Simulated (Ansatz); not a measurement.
Input file for Ansatz (a program for electronic structure): R-SVWN5/def2-TZVPP on CH5BO (SMILES BOC), a point of a torsion scan.

Ansatz 0.2 input:
```yaml
crystal:
  periodic: [false, false, false]
  atoms:
    - {symbol: B, position_ang: [1.31452530, -0.20039094, 0.25675162]}
    - {symbol: O, position_ang: [0.04484634, -0.01875368, 0.57045644]}
    - {symbol: C, position_ang: [-0.96985017, -0.97433204, 0.39777591]}
    - {symbol: H, position_ang: [1.71480586, -1.21094820, -0.20887216]}
    - {symbol: H, position_ang: [2.02072506, 0.70926351, 0.47063187]}
    - {symbol: H, position_ang: [-1.73497944, -0.55705970, -0.26138203]}
    - {symbol: H, position_ang: [-0.58546119, -1.90284245, -0.03381078]}
    - {symbol: H, position_ang: [-1.42089557, -1.18549630, 1.37041118]}
basis:
  gaussian:
    orbitals: def2-TZVPP
hamiltonian:
  xc: {name: SVWN5}
scf: {lower_state_search: off}
```

Output:

```
WARN ansatz: RAYON_NUM_THREADS=1 ignored (pool sized by the plan → 1); use --threads N
Functional definition: SVWN5
these checks for a lower state are left out or cut short: stability, starts, cluster_reference, orbital_swaps, neighbouring_geometries, increment
integrals: 0.05 GiB planned
795 factors; their error is unknown
mean field: 0.50 GiB planned
mean field evaluation 1: about -3803.1408 eV, gradient 5.9e1 eV
mean field evaluation 2: about -3784.3582 eV, gradient 1.1e2 eV
mean field evaluation 4: about -3810.5064 eV, gradient 6.8e0 eV
mean field evaluation 8: about -3810.5858 eV, gradient 4.5e-1 eV
mean field evaluation 16: about -3810.5860 eV, gradient 2.7e-6 eV
mean field -3810.58602905 eV, -140.0364536596 hartree, gradient 3.1e-6 eV, S^2 0.000000; 0 other end points of the search recorded, 0 dependent functions left out
reference -3810.58606607 eV, -140.0364550202 hartree; 12, 12 occupied and 151, 151 virtual orbitals, 795 factors
Total energy: -3810.58606607 eV, -140.0364550202 hartree
Checks for a lower state left out: stability, starts, cluster_reference, orbital_swaps, neighbouring_geometries, increment
```

Self-consistency was reached.

Cost: around 0.9 core-seconds (rough).
